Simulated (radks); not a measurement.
Results of a calculation; reference values are marked as such.
Q: Cl III, 15 electrons, occupied as [Ne] 3s2 3p3. Level of theory: scalar-relativistic Kohn-Sham, LDA (Slater exchange, Perdew-Wang correlation), spin-unpolarised, spherical densities, point nucleus (a radial shooting solver on a logarithmic mesh with Libxc functionals). Some entries of the table are withheld. Estimate them.

orbital  occ.  eigenvalue (hartree)  r(max) (bohr)  <r> (bohr)
1s          2                   (1)        0.05962         (2)
2s          2                   (3)         0.3626      0.4455
2p          6              -8.06856         0.3011      0.4070
3s          2              -1.64898            (4)       1.442
3p          3                   (5)          1.344       1.600
3d          0              -0.51779          1.660       2.155
4s          0              -0.45608          3.368       3.685

A: 
(1) 1s eigenvalue (hartree): -101.8174
(2) 1s <r> (bohr): 0.09121
(3) 2s eigenvalue (hartree): -10.27348
(4) 3s r(max) (bohr): 1.245
(5) 3p eigenvalue (hartree): -1.16732
